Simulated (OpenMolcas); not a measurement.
**Co4+: effect of the metal basis**

Co4+ with its 6 nearest fluoride ions at 1.827 Å, on the Ge site of Cs2GeF6 (a = 9.021 Å, distance in the model lattice 1.804 Å). The rest of the host is ab initio model potentials to 7.6 Å and point charges beyond; the distance is set by hand and nothing relaxes.

| Quantity | Value |
| --- | --- |
| Program | OpenMolcas |
| Method | SS-CASPT2, IPEA 0.25 Eh, imaginary shift 0.1 Eh (closed shells correlated: 3s 3p and the ligand valence shells) |
| Spin-orbit coupling | RASSI with atomic mean-field integrals over the reference wave functions |

Fixed: ligand basis ANO-RCC-VDZP, active space 5 electrons in 5 orbitals (3d), DKH2 Hamiltonian.

States (labels of O, the rotations of Oh). Energies in cm-1 above the lowest state or level, χT in cm3 K/mol; under a threefold ground state the first gap can be a small split of the lowest multiplet, not the spin-orbit step.

```json
{"Run": "A", "Metal basis": "ANO-RCC-VDZP", "Ground state": "2T2", "First state of that spin": "13810", "First gap with spin-orbit (degeneracies)": "1030 (2, 4)", "χT at 300 K": "0.798", "First state of another spin": "2S+1 = 4: 13620", "Cost": "roughly 4 core-minutes"}
{"Run": "B", "Metal basis": "ANO-RCC-VTZP", "Ground state": "2T2", "First state of that spin": "13750", "First gap with spin-orbit (degeneracies)": "1040 (2, 4)", "χT at 300 K": "0.817", "First state of another spin": "2S+1 = 4: 12650", "Cost": "roughly 8 core-minutes"}
```

Costs are those of the CASPT2 steps.

Roots that are degenerate in the reference are averaged as groups; the widest CASPT2 spread within a group is 3300 cm-1 (the 3-fold group of multiplicity 2 near 68200 cm-1 above the lowest state of its run, A). Shifts and gaps below about the spread of the groups concerned are not significant. Over all roots computed the reference weight is 0.52 to 0.65 in A, 0.54 to 0.66 in B; the roots of lowest weight are the least certain, and an intruder state may touch them. An orbital triplet at a regular site is open to Jahn-Teller coupling, which can distort the site and quench the lowest spin-orbit gaps and is left out. Ligand-to-metal charge-transfer states are missing. With no ligand orbital active B as a rule stays too high, so bands that hang on it stand too high and its fall with covalency is understated. With one d shell and no ligand orbital active, 10Dq can be off by a tenth or more. The least metal-like active orbital is 71 % on the metal (Löwdin) and no ligand orbital is active, so the numbers are rough (holds for A). The least metal-like active orbital is 76 % on the metal (Löwdin) and no ligand orbital is active, so the numbers are rough (holds for B). No measured value stands beside these numbers; the geometry was set by hand and not optimised.

A state without a sure symmetry label is named by its multiplicity alone.
